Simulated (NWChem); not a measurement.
System: C₄H₅N; SMILES C#C/C=N/C

NWChem input:

```
start job
memory heap 200 mb stack 900 mb global 1100 mb
geometry units angstroms noautoz
  C     -0.171840     2.609585     0.000000
  C      0.057388     1.418703     0.000000
  C      0.402667     0.028008     0.000000
  N     -0.473133    -0.891580     0.000000
  C     -0.022024    -2.249939     0.000000
  H     -0.394641     3.660988     0.000000
  H      1.491101    -0.192372     0.000000
  H     -0.434598    -2.770199    -0.880330
  H      1.080477    -2.366953     0.000000
  H     -0.434598    -2.770199     0.880330
end
basis spherical
  C library 3-21g
  N library 3-21g
  H library 3-21g
end
dft
  xc pbe0
  iterations 150
  mulliken
end
task dft energy
```

Excerpt of the output:

```
             Northwest Computational Chemistry Package (NWChem) 7.3.0
             --------------------------------------------------------

 CS  symmetry detected

                             Geometry "geometry" -> ""
                             -------------------------

 Output coordinates in angstroms (scale by  1.889725989 to convert to a.u.)

  No.       Tag          Charge          X              Y              Z
 ---- ---------------- ---------- -------------- -------------- --------------
    1 C                    6.0000    -0.16677273     2.60479449     0.00000000
    2 C                    6.0000     0.06530703     1.41446495     0.00000000
    3 C                    6.0000     0.41391604     0.02460096     0.00000000
    4 N                    7.0000    -0.45967884    -0.89708213     0.00000000
    5 C                    6.0000    -0.00531758    -2.25435673     0.00000000
    6 H                    1.0000    -0.39209142     3.65566082     0.00000000
    7 H                    1.0000     1.50287477    -0.19317138     0.00000000
    8 H                    1.0000    -0.41664427    -2.77560344    -0.88033000
    9 H                    1.0000     1.09746053    -2.36872968     0.00000000
   10 H                    1.0000    -0.41664427    -2.77560344     0.88033000

 Effective nuclear repulsion energy (a.u.)     140.3014396491

      Symmetry information
      --------------------

 Group name             Cs
 Group number              2
 Group order               2
 No. of unique centers     9

                                 NWChem DFT Module
                                 -----------------

 Summary of "ao basis" -> "ao basis" (spherical)
 ------------------------------------------------------------------------------
       Tag                 Description            Shells   Functions and Types
 ---------------- ------------------------------  ------  ---------------------
 C                           3-21g                   5        9   3s2p
 N                           3-21g                   5        9   3s2p
 H                           3-21g                   2        2   2s

      Symmetry analysis of basis
      --------------------------

        a'         43
        a"         12

            General Information
            -------------------
          SCF calculation type: DFT
          Wavefunction type:  closed shell.
          No. of atoms     :    10
          No. of electrons :    36
           Alpha electrons :    18
            Beta electrons :    18
          Charge           :     0
          Spin multiplicity:     1
          Use of symmetry is: on ; symmetry adaption is: on
          Maximum number of iterations: 150
          AO basis - number of functions:    55
                     number of shells:    35
          Convergence on energy requested:  1.00D-06
          Convergence on density requested:  1.00D-05
          Convergence on gradient requested:  5.00D-04

              XC Information
              --------------
                         PBE0 Method XC Functional
                     Hartree-Fock (Exact) Exchange  0.250
          PerdewBurkeErnzerhof Exchange Functional  0.750
            Perdew 1991 LDA Correlation Functional  1.000 local
           PerdewBurkeErnz. Correlation Functional  1.000 non-local

             Grid Information
             ----------------
          Grid used for XC integration:  medium
          Radial quadrature: Mura-Knowles
          Angular quadrature: Lebedev.
          Tag              B.-S. Rad. Rad. Pts. Rad. Cut. Ang. Pts.
          ---              ---------- --------- --------- ---------
          C                   0.70       49          13.0       434
          N                   0.65       49          11.0       434
          H                   0.35       45          13.0       434
          Grid pruning is: on
          Number of quadrature shells:   425
          Spatial weights used:  Erf1

      Superposition of Atomic Density Guess
      -------------------------------------

 Sum of atomic energies:        -206.34940453

      Non-variational initial energy
      ------------------------------

 Total energy =    -209.167864
 1-e energy   =    -554.680610
 2-e energy   =     205.211306
 HOMO         =      -0.292646
 LUMO         =      -0.027842

      Symmetry analysis of molecular orbitals - initial
      -------------------------------------------------

  Numbering of irreducible representations:

     1 a'          2 a"

  Orbital symmetries:

     1 a'          2 a'          3 a'          4 a'          5 a'
     6 a'          7 a'          8 a'          9 a'         10 a'
    11 a'         12 a'         13 a"         14 a'         15 a"
    16 a'         17 a"         18 a'         19 a"         20 a'
    21 a"         22 a'         23 a'         24 a'         25 a'
    26 a"         27 a'         28 a'

     ---------------------------------------------
      Total Density - Mulliken Population Analysis
     ---------------------------------------------

    Atom       Charge   Shell Charges
 -----------   ------   -------------------------------------------------------
    1 C    6     6.34   1.99  0.47  1.50  0.91  1.47
    2 C    6     6.10   1.99  0.47  1.53  0.73  1.38
    3 C    6     5.64   1.99  0.44  1.37  0.73  1.12
    4 N    7     7.69   1.99  0.41  1.81  1.38  2.10
    5 C    6     6.44   1.99  0.40  1.51  1.07  1.48
    6 H    1     0.67   0.38  0.29
    7 H    1     0.78   0.42  0.37
    8 H    1     0.77   0.42  0.35
    9 H    1     0.80   0.42  0.37
   10 H    1     0.77   0.42  0.35

   convergence    iter        energy       DeltaE   RMS-Dens  Diis-err
 ---------------- ----- ----------------- --------- --------- ---------
 d= 0,ls=0.0,diis     1   -208.5973482287 -3.49D+02  2.32D-02  5.46D-01
 d= 0,ls=0.0,diis     2   -208.5936883502  3.66D-03  1.51D-02  6.02D-01
 d= 0,ls=0.0,diis     3   -208.6502317154 -5.65D-02  4.76D-03  1.17D-01
 d= 0,ls=0.0,diis     4   -208.6626170063 -1.24D-02  1.28D-03  6.40D-03
 d= 0,ls=0.0,diis     5   -208.6633580908 -7.41D-04  3.24D-04  3.91D-04
  Resetting Diis
 d= 0,ls=0.0,diis     6   -208.6633816219 -2.35D-05  1.78D-04  1.78D-04
 d= 0,ls=0.0,diis     7   -208.6634052590 -2.36D-05  6.96D-05  3.00D-06
 d= 0,ls=0.0,diis     8   -208.6634043360  9.23D-07  4.19D-05  1.03D-05
 d= 0,ls=0.0,diis     9   -208.6634056567 -1.32D-06  6.24D-06  1.58D-07
 d= 0,ls=0.0,diis    10   -208.6634056745 -1.78D-08  1.96D-06  1.84D-08

         Total DFT energy =     -208.663405674471
      One electron energy =     -557.718180667824
           Coulomb energy =      238.725405187631
    Exchange-Corr. energy =      -29.972069843408
 Nuclear repulsion energy =      140.301439649130

 Numeric. integr. density =       36.000006457186

                  Occupations of the irreducible representations
                  ----------------------------------------------

                     irrep           alpha         beta
                     --------     --------     --------
                     a'               15.0         15.0
                     a"                3.0          3.0

                       DFT Final Molecular Orbital Analysis
                       ------------------------------------

 Vector   16  Occ=2.000000D+00  E=-3.020657D-01  Symmetry=a'
              MO Center= -4.1D-02,  1.9D+00,  1.5D-16, r^2= 1.7D+00
   Bfn.  Coefficient  Atom+Function         Bfn.  Coefficient  Atom+Function
  ----- ------------  ---------------      ----- ------------  ---------------
     3      0.355040   1 C  px               12      0.346064   2 C  px
     7      0.327220   1 C  px               16      0.298947   2 C  px
    33      0.145255   4 N  s                17      0.102137   2 C  py
     8      0.085968   1 C  py               13      0.074605   2 C  py
     4      0.071332   1 C  py               31      0.069169   4 N  py

 Vector   17  Occ=2.000000D+00  E=-2.777644D-01  Symmetry=a"
              MO Center= -1.4D-01,  8.2D-01,  1.6D-15, r^2= 4.0D+00
   Bfn.  Coefficient  Atom+Function         Bfn.  Coefficient  Atom+Function
  ----- ------------  ---------------      ----- ------------  ---------------
     5      0.308397   1 C  pz                9      0.297631   1 C  pz
    36     -0.280653   4 N  pz               32     -0.255892   4 N  pz
    14      0.251069   2 C  pz               18      0.241820   2 C  pz
    27     -0.203233   3 C  pz               23     -0.171165   3 C  pz
    51     -0.117237   8 H  s                55      0.117237  10 H  s

 Vector   18  Occ=2.000000D+00  E=-2.612434D-01  Symmetry=a'
              MO Center= -3.2D-01, -8.9D-01, -1.3D-15, r^2= 1.8D+00
   Bfn.  Coefficient  Atom+Function         Bfn.  Coefficient  Atom+Function
  ----- ------------  ---------------      ----- ------------  ---------------
    34      0.468566   4 N  px               30      0.417053   4 N  px
    33     -0.356595   4 N  s                17     -0.269228   2 C  py
    49     -0.259453   7 H  s                53     -0.227193   9 H  s
     6      0.151569   1 C  s                21     -0.128481   3 C  px
    48     -0.127016   7 H  s                26     -0.118066   3 C  py

 Vector   19  Occ=0.000000D+00  E=-3.231318D-02  Symmetry=a"
              MO Center= -8.6D-02,  3.4D-01,  7.9D-17, r^2= 3.6D+00
   Bfn.  Coefficient  Atom+Function         Bfn.  Coefficient  Atom+Function
  ----- ------------  ---------------      ----- ------------  ---------------
    36      0.494920   4 N  pz                9      0.419188   1 C  pz
    27     -0.411146   3 C  pz               32      0.338833   4 N  pz
    23     -0.286020   3 C  pz                5      0.256972   1 C  pz
    18     -0.240341   2 C  pz               51      0.185690   8 H  s
    55     -0.185690  10 H  s                14     -0.134857   2 C  pz

 Vector   20  Occ=0.000000D+00  E= 4.900745D-02  Symmetry=a'
              MO Center=  6.1D-02,  1.6D+00, -2.2D-17, r^2= 3.1D+00
   Bfn.  Coefficient  Atom+Function         Bfn.  Coefficient  Atom+Function
  ----- ------------  ---------------      ----- ------------  ---------------
     7      0.646572   1 C  px               16     -0.553424   2 C  px
    33     -0.522415   4 N  s                49      0.445844   7 H  s
    12     -0.336904   2 C  px                3      0.333895   1 C  px
    25     -0.285760   3 C  px               17     -0.208638   2 C  py
    26     -0.208924   3 C  py               44      0.195028   5 C  py

 Vector   21  Occ=0.000000D+00  E= 1.343550D-01  Symmetry=a"
              MO Center=  4.6D-02,  1.2D+00,  5.5D-15, r^2= 3.0D+00
   Bfn.  Coefficient  Atom+Function         Bfn.  Coefficient  Atom+Function
  ----- ------------  ---------------      ----- ------------  ---------------
    18      0.804540   2 C  pz                9     -0.644450   1 C  pz
    27     -0.586144   3 C  pz               14      0.391270   2 C  pz
    23     -0.308661   3 C  pz               36      0.301869   4 N  pz
     5     -0.260467   1 C  pz               32      0.160642   4 N  pz
    51      0.151625   8 H  s                55     -0.151625  10 H  s

     ---------------------------------------------
      Total Density - Mulliken Population Analysis
     ---------------------------------------------

    Atom       Charge   Shell Charges
 -----------   ------   -------------------------------------------------------
    1 C    6     6.35   1.99  0.42  1.60  0.83  1.52
    2 C    6     5.96   1.99  0.43  1.64  0.64  1.27
    3 C    6     5.98   1.99  0.42  1.65  0.75  1.17
    4 N    7     7.43   1.99  0.40  1.79  1.42  1.84
    5 C    6     6.48   1.99  0.37  1.66  1.06  1.40
    6 H    1     0.70   0.45  0.25
    7 H    1     0.78   0.46  0.32
    8 H    1     0.75   0.46  0.29
    9 H    1     0.81   0.46  0.35
   10 H    1     0.75   0.46  0.29

     -------------------------------------------
      Total Density - Lowdin Population Analysis
     -------------------------------------------

    Atom       Charge   Shell Charges
 -----------   ------   -------------------------------------------------------
    1 C    6     6.14   1.98  0.43  1.51  0.59  1.64
    2 C    6     6.06   1.98  0.42  1.54  0.53  1.59
    3 C    6     6.02   1.97  0.42  1.56  0.54  1.53
    4 N    7     7.12   1.98  0.52  1.75  0.81  2.06
    5 C    6     6.20   1.97  0.43  1.56  0.59  1.66
    6 H    1     0.85   0.43  0.42
    7 H    1     0.92   0.46  0.45
    8 H    1     0.89   0.46  0.42
    9 H    1     0.92   0.47  0.46
   10 H    1     0.89   0.46  0.42

     Multipole analysis of the density
     ---------------------------------

     L   x y z        total         alpha         beta         nuclear
     -   - - -        -----         -----         ----         -------
     0   0 0 0     -0.000000    -18.000000    -18.000000     36.000000

     1   1 0 0      0.556557      0.278278      0.278278      0.000000
     1   0 1 0     -0.183106     -0.091553     -0.091553     -0.000000
     1   0 0 1      0.000000      0.000000      0.000000      0.000000

     2   2 0 0    -23.380492    -23.588502    -23.588502     23.796511
     2   1 1 0     -1.262646      1.230932      1.230932     -3.724509
     2   1 0 1     -0.000000     -0.000000     -0.000000      0.000000
     2   0 2 0    -14.622340   -227.402406   -227.402406    440.182472
     2   0 1 1     -0.000000     -0.000000     -0.000000      0.000000
     2   0 0 2    -23.054589    -14.294801    -14.294801      5.535013
```

Level: PBE0/3-21G. The geometry was optimised at PBE0/def2-SVP.
